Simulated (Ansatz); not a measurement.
Reading a saddle point

A first-order saddle point of Si4H12O4, singlet, PBE0-D4/def2-TZVP, with one imaginary mode of 918i cm⁻¹:

| atom | x (Å) | y (Å) | z (Å) |
| --- | --- | --- | --- |
| Si1 | -0.9023 | 0.2345 | 0.4314 |
| O2 | 0.0035 | 0.3957 | -1.2304 |
| Si3 | 1.0837 | -0.6521 | -1.9221 |
| O4 | -0.1473 | 1.5596 | 1.0252 |
| Si5 | 1.0590 | 2.5565 | 0.5245 |
| O6 | -0.2052 | -1.2435 | 0.6244 |
| Si7 | -0.3034 | -2.5147 | 1.6588 |
| H8 | -1.9934 | 0.1243 | 1.4421 |
| H9 | -1.2035 | 0.6566 | -1.5234 |
| O10 | -2.1436 | 0.5458 | -0.8878 |
| H11 | 0.4549 | -1.9655 | -2.2139 |
| H12 | 1.5187 | -0.0355 | -3.2024 |
| H13 | 2.2574 | -0.8339 | -1.0368 |
| H14 | 2.2809 | 1.8002 | 0.1487 |
| H15 | 0.6162 | 3.3768 | -0.6336 |
| H16 | 1.3768 | 3.4580 | 1.6595 |
| H17 | -0.5248 | -3.7497 | 0.8653 |
| H18 | -1.4216 | -2.3351 | 2.6202 |
| H19 | 0.9760 | -2.6298 | 2.4025 |
| H20 | -2.7820 | 1.2515 | -0.7524 |

Program: Ansatz 0.2.0. Basis: def2-TZVPP and def2-QZVPP. Cores are frozen in the correlated methods. Extrapolation: Hartree–Fock as exp(−7.88 √X), correlation as X^−2.97.

**Question.** Which contacts change along the imaginary mode, and what lies on either side? (Judge from chemistry; the calculation decides.)

**Answer.** Computed: The step is Si₄H₁₀O₃ ([SiH3][O][SiH]([O][SiH3])[O][SiH3]) + H₂O → Si₃H₈O₃ ([OH][SiH]([O][SiH3])[O][SiH3]) + SiH₄O ([OH][SiH3]), with the molecules in contact on both sides. Shortening one way: Si1–O10, O2–H9; lengthening the same way: Si1–O2, H9–O10.
| pair | one side (Å) | saddle (Å) | other side (Å) |
| --- | --- | --- | --- |
| Si1–O10 | 3.19 | 1.84 | 1.65 |
| O2–H9 | 2.08 | 1.27 | 0.97 |
| Si1–O2 | 1.64 | 1.90 | 3.41 |
| H9–O10 | 0.96 | 1.14 | 1.87 |

**Question.** Which side is lower, and how far does the saddle lie above each? (Judge from chemistry; the value comes from the calculation.)

**Answer.** The calculation gives: The side with Si1–O2, H9–O10 short is lower by 0.149 eV; the saddle lies 1.480 eV above it and 1.331 eV above the other (CCSD(T) at an estimated basis limit (MP2 extrapolated from triple and quadruple zeta, plus CCSD(T) − MP2 in triple zeta); electronic energies).

No T1 diagnostic of these runs exceeds 0.013.

Labels in which every atom is bracketed show which atoms are joined, not bond orders.

For scale, one of the runs: CCSD(T)/def2-TZVPP, 460 basis functions, launched by `ansatz run in.yaml --threads 4 --pin off --events-out ev --progress --plain --max-ram 63488MiB --backend cuda --devices 0, --max-vram 37GiB`. Time: 46 s of wall clock on 4 CPU threads of an AMD EPYC 7R13 and a share of one NVIDIA H100; the host was shared. Peak host memory: 1.3 GiB.
